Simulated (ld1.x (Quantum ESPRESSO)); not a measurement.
# What one change does to a pseudopotential (germanium (Ge), RRKJ)

ld1.x (Quantum ESPRESSO) 7.5 input, shortened:

```
&input
   title='Ge', zed=32., rel=1, dft='PZ', iswitch=3,
   config='[Ar] 3d10 4s2 4p2'
 /
 &inputp
   pseudotype=2, tm=.false., rho0=0.01, lloc=0,
   nlcc=.true., new_core_ps=.true., rcore=0.85
 /
2
4P  2  1   2.00   0.00  2.10  2.10  0.0
4S  1  0   2.00   0.00  1.40  1.40  0.0
 &test
   configts(1)='4s2 4p2'
 /
```

All-electron outer shells of the reference configuration (LDA (PZ), scalar-relativistic, ld1.x):

```csv
shell,level (eV),outermost node (bohr),outermost maximum (bohr)
3p,-115.38,0.23,0.54
3d,-29.55,–,0.50
4s,-11.95,0.77,1.73
4p,-4.05,0.82,2.19
```

Change: core [Ne] 3s2, valence charge 20; reference 3p6 3d10 4s2 4p0; waves now 4s (bound): rc 1.55 bohr; 3p (bound): rc 0.95 bohr; 3d (bound): rc 1.20 bohr; local potential all-electron potential smoothed inside 1.30 bohr (lloc = -1); core correction none.

Cutoffs: the cutoffs (Ry, on a coarse ladder) from which the occupation-weighted sum of valence levels, in a spherical-Bessel basis at the reference potential, stays within 10 and 1 mRy of its value at 400 Ry; they do not see the model core or the augmentation charge, which bear on the density cutoff. Errors are all-electron minus pseudo energies relative to the spin-unpolarised reference configuration.

Task: What does the change do?

Result: The potential gets harder (35 Ry and 80 Ry → 160 Ry and 260 Ry); a bound ghost appears in s, which as a rule spoils a file; the number of tests that count goes from 9 to 1. The added semicore shells are compact, so their waves need more plane waves. Several settings change at once here, so the effects cannot be laid on one of them.

| quantity | base | changed |
| --- | --- | --- |
| cutoff, loose | 35 Ry | 160 Ry |
| cutoff, tight | 80 Ry | 260 Ry |
| bound ghosts | none | s |
| tests counted (converged, no solver errors) | 9 of 9 | 1 of 9 |

Changed file: Tests not counted: 3p6 3d10 4s2 4p2 (solver errors, printed error -5329 eV); 3p6 3d10 4s2 4p1 (solver errors, printed error -5962 eV); 3p6 3d10 4s1 4p0 (solver errors, printed error +7.6 eV); 3p6 3d10 4s1 4p3 (solver errors, printed error -5991 eV); 3p6 3d10 4s2 4p2.3 (solver errors, printed error -5355 eV); 3p6 3d10 4s1 4p2 (solver errors, printed error +1.1 eV); 3p6 3d10 4s2 4p2 (spin-polarised) (solver errors, printed error -5326 eV); 3p6 3d10 4s2 4p1 (spin-polarised) (solver errors, printed error -5362 eV). These tests converged, but a pseudo level misses the all-electron one widely, so the file describes the atom poorly there or has found another state: 3p5 3d10 4s2 4p2: 3d by 5.2 eV. A true bound ghost makes a file unfit for plane-wave use even where its test errors are small: the radial tests pick states by their node count and pass the ghost by. Where a test does run into it, the solver fails or the error is huge.
